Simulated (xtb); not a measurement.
xtb input file for CrH4O5, SMILES [OH][Cr]([OH])([OH])([OH])=[O], multiplicity 1, GFN2-xTB. 

```
$ xtb mol.xyz --gfn 2 --sp --chrg 0 --uhf 0 --json
$ cat mol.xyz
10

Cr     0.10219905     0.04477853    -0.00000000
O      1.60773238     0.37673170    -0.00000001
O     -1.57083672    -0.37025222     0.00000002
H     -2.35416609    -0.91551784     0.00000007
O     -0.15666221     0.87230207    -1.54876559
H     -1.00892494     0.94810032    -1.99364240
O      0.35984442    -1.74411872     0.00000023
H      1.25191417    -2.11109042     0.00000030
O     -0.15666228     0.87230247     1.54876536
H     -1.00892503     0.94810083     1.99364212
```

It prints:

```
[banner left out]
          |                Calculation Setup                |
           -------------------------------------------------



           -------------------------------------------------
          |                 G F N 2 - x T B                 |
           -------------------------------------------------

        Reference                      10.1021/acs.jctc.8b01176
      * Hamiltonian:
        H0-scaling (s, p, d)           1.850000    2.230000    2.230000
        zeta-weighting                 0.500000
      * Dispersion:
        s8                             2.700000
        a1                             0.520000
        a2                             5.000000
        s9                             5.000000
      * Repulsion:
        kExp                           1.500000    1.000000
        rExp                           1.000000
      * Coulomb:
        alpha                          2.000000
        third order                    shell-resolved
        anisotropic                    true
        a3                             3.000000
        a5                             4.000000
        cn-shift                       1.200000
        cn-exp                         4.000000
        max-rad                        5.000000


          ...................................................
          :                      SETUP                      :
          :.................................................:
          :  # basis functions                  34          :
          :  # atomic orbitals                  33          :
          :  # shells                           17          :
          :  # electrons                        40          :
          :  max. iterations                   250          :
          :  Hamiltonian                  GFN2-xTB          :
          :  restarted?                      false          :
          :  GBSA solvation                  false          :
          :  PC potential                    false          :
          :  electronic temp.          300.0000000     K    :
          :  accuracy                    1.0000000          :
          :  -> integral cutoff          0.2500000E+02      :
          :  -> integral neglect         0.1000000E-07      :
          :  -> SCF convergence          0.1000000E-05 Eh   :
          :  -> wf. convergence          0.1000000E-03 e    :
          :  Broyden damping             0.4000000          :
          :  net charge                          0          :
          :  unpaired electrons                  0          :
          ...................................................

 iter      E             dE          RMSdq      gap      omega  full diag
   1    -20.8751448 -0.208751E+02  0.155E+01    1.91       0.0  T
   2    -19.1528499  0.172229E+01  0.201E+01   14.28       1.0  T
   3    -22.6288495 -0.347600E+01  0.116E+01    6.53       1.0  T
   4    -23.5514441 -0.922595E+00  0.870E+00    5.23       1.0  T
   5    -23.4818477  0.695964E-01  0.790E+00    5.12       1.0  T
   6    -21.9507351  0.153111E+01  0.138E+01    1.82       1.0  T
   7    -21.8787706  0.719645E-01  0.140E+01    1.77       1.0  T
   8    -24.2358197 -0.235705E+01  0.408E+00    2.97       1.0  T
   9    -24.4905705 -0.254751E+00  0.972E-01    3.42       1.0  T
  10    -24.4986968 -0.812629E-02  0.601E-01    3.59       1.0  T
  11    -24.4972705  0.142630E-02  0.587E-01    3.60       1.0  T
  12    -24.5003905 -0.312007E-02  0.216E-01    3.52       1.0  T
  13    -24.5009800 -0.589507E-03  0.782E-02    3.54       1.0  T
  14    -24.5010280 -0.479515E-04  0.538E-02    3.54       1.0  T
  15    -24.5010320 -0.395806E-05  0.502E-02    3.55       1.0  T
  16    -24.5010366 -0.465673E-05  0.311E-02    3.55       1.0  T
  17    -24.5010382 -0.159591E-05  0.163E-02    3.55       1.9  T
  18    -24.5010384 -0.228117E-06  0.948E-03    3.55       3.3  T
  19    -24.5010385 -0.405259E-07  0.212E-03    3.55      14.9  T
  20    -24.5010385 -0.465909E-07  0.122E-03    3.55      26.0  T
  21    -24.5010385 -0.185706E-07  0.155E-04    3.55     203.4  T
  22    -24.5010385 -0.249219E-09  0.473E-05    3.55     668.9  T

   *** convergence criteria satisfied after 22 iterations ***

         #    Occupation            Energy/Eh            Energy/eV
      -------------------------------------------------------------
         1        2.0000           -0.7473650             -20.3368
       ...           ...                  ...                  ...
        14        2.0000           -0.4890680             -13.3082
        15        2.0000           -0.4777727             -13.0009
        16        2.0000           -0.4729482             -12.8696
        17        2.0000           -0.4683874             -12.7455
        18        2.0000           -0.4561931             -12.4136
        19        2.0000           -0.4546198             -12.3708
        20        2.0000           -0.4545540             -12.3690 (HOMO)
        21                         -0.3241125              -8.8196 (LUMO)
        22                         -0.3176957              -8.6449
        23                         -0.2971632              -8.0862
        24                         -0.2928082              -7.9677
        25                         -0.0847171              -2.3053
       ...                                ...                  ...
        33                          1.1030477              30.0155
      -------------------------------------------------------------
                  HL-Gap            0.1304415 Eh            3.5495 eV
             Fermi-level           -0.3893333 Eh          -10.5943 eV

 SCC (total)                   0 d,  0 h,  0 min,  0.019 sec
 SCC setup                      ...        0 min,  0.000 sec (  1.539%)
 Dispersion                     ...        0 min,  0.000 sec (  0.754%)
 classical contributions        ...        0 min,  0.000 sec (  0.253%)
 integral evaluation            ...        0 min,  0.002 sec ( 10.060%)
 iterations                     ...        0 min,  0.012 sec ( 66.274%)
 molecular gradient             ...        0 min,  0.004 sec ( 19.274%)
 printout                       ...        0 min,  0.000 sec (  1.613%)

         :::::::::::::::::::::::::::::::::::::::::::::::::::::
         ::                     SUMMARY                     ::
         :::::::::::::::::::::::::::::::::::::::::::::::::::::
         :: total energy             -24.386371419990 Eh    ::
         :: gradient norm              0.000140052106 Eh/a0 ::
         :: HOMO-LUMO gap              3.549494155783 eV    ::
         ::.................................................::
         :: SCC energy               -24.501030937441 Eh    ::
         :: -> isotropic ES            0.163721687871 Eh    ::
         :: -> anisotropic ES          0.000067893297 Eh    ::
         :: -> anisotropic XC         -0.000306168549 Eh    ::
         :: -> dispersion             -0.006244901016 Eh    ::
         :: repulsion energy           0.114659517451 Eh    ::
         :: add. restraining           0.000000000000 Eh    ::
         :: total charge               0.000000000000 e     ::
         :::::::::::::::::::::::::::::::::::::::::::::::::::::

           -------------------------------------------------
          |                Property Printout                |
           -------------------------------------------------

    * Orbital Energies and Occupations

         #    Occupation            Energy/Eh            Energy/eV
      -------------------------------------------------------------
         1        2.0000           -0.7473650             -20.3368
       ...           ...                  ...                  ...
         8        2.0000           -0.5736721             -15.6104
         9        2.0000           -0.5696036             -15.4997
        10        2.0000           -0.5165237             -14.0553
        11        2.0000           -0.5156311             -14.0310
        12        2.0000           -0.5139452             -13.9852
        13        2.0000           -0.5120588             -13.9338
        14        2.0000           -0.4890680             -13.3082
        15        2.0000           -0.4777727             -13.0009
        16        2.0000           -0.4729482             -12.8696
        17        2.0000           -0.4683874             -12.7455
        18        2.0000           -0.4561931             -12.4136
        19        2.0000           -0.4546198             -12.3708
        20        2.0000           -0.4545540             -12.3690 (HOMO)
        21                         -0.3241125              -8.8196 (LUMO)
        22                         -0.3176957              -8.6449
        23                         -0.2971632              -8.0862
        24                         -0.2928082              -7.9677
        25                         -0.0847171              -2.3053
        26                          0.0518907               1.4120
        27                          0.1047450               2.8503
        28                          0.1086174               2.9556
        29                          0.2030416               5.5250
        30                          0.7621448              20.7390
        31                          0.9128290              24.8393
       ...                                ...                  ...
        33                          1.1030477              30.0155
      -------------------------------------------------------------
                  HL-Gap            0.1304415 Eh            3.5495 eV
             Fermi-level           -0.3893333 Eh          -10.5943 eV

     #   Z          covCN         q      C6AA      α(0)
     1  24 Cr       3.690     0.822   256.838    36.064
     2   8 O        0.742    -0.367    21.081     6.153
     3   8 O        1.545    -0.518    23.353     6.519
     4   1 H        0.806     0.329     0.641     1.257
     5   8 O        1.541    -0.429    21.508     6.256
     6   1 H        0.806     0.344     0.602     1.219
     7   8 O        1.539    -0.442    21.766     6.294
     8   1 H        0.806     0.346     0.597     1.214
     9   8 O        1.541    -0.429    21.508     6.256
    10   1 H        0.806     0.344     0.602     1.219

 Mol. C6AA /au·bohr⁶  :       1712.717934
 Mol. C8AA /au·bohr⁸  :      68817.881598
 Mol. α(0) /au        :         72.451042


Wiberg/Mayer (AO) data.
largest (>0.10) Wiberg bond orders for each atom

 ---------------------------------------------------------------------------
     #   Z sym  total        # sym  WBO       # sym  WBO       # sym  WBO
 ---------------------------------------------------------------------------
     1  24 Cr   7.004 --     2 O    2.101     9 O    1.226     5 O    1.226
                             7 O    1.219     3 O    1.102
     2   8 O    2.415 --     1 Cr   2.101     3 O    0.177
     3   8 O    2.251 --     1 Cr   1.102     4 H    0.855     2 O    0.177
     4   1 H    0.892 --     3 O    0.855
     5   8 O    2.320 --     1 Cr   1.226     6 H    0.838
     6   1 H    0.882 --     5 O    0.838
     7   8 O    2.298 --     1 Cr   1.219     8 H    0.843
     8   1 H    0.880 --     7 O    0.843
     9   8 O    2.320 --     1 Cr   1.226    10 H    0.838
    10   1 H    0.882 --     9 O    0.838
 ---------------------------------------------------------------------------

Topologies differ in total number of bonds
Writing topology from bond orders to xtbtopo.mol

molecular dipole:
                 x           y           z       tot (Debye)
 q only:       -1.422      -0.504       0.000
   full:       -2.075      -0.657       0.000       5.532
molecular quadrupole (traceless):
                xx          xy          yy          xz          yz          zz
 q only:        0.974      -5.298      -1.448       0.000       0.000       0.474
Note: The following floating-point exceptions are signalling: IEEE_UNDERFLOW_FLAG IEEE_DENORMAL
normal termination of xtb
  q+dip:        3.318      -5.753      -2.735       0.000       0.000      -0.583
   full:        2.777      -6.238      -2.522       0.000       0.000      -0.254


           -------------------------------------------------
          | TOTAL ENERGY              -24.386371419990 Eh   |
          | GRADIENT NORM               0.000140052106 Eh/α |
          | HOMO-LUMO GAP               3.549494155783 eV   |
           -------------------------------------------------

------------------------------------------------------------------------
------------------------------------------------------------------------
 total:
 SCF:
```

The run converged.
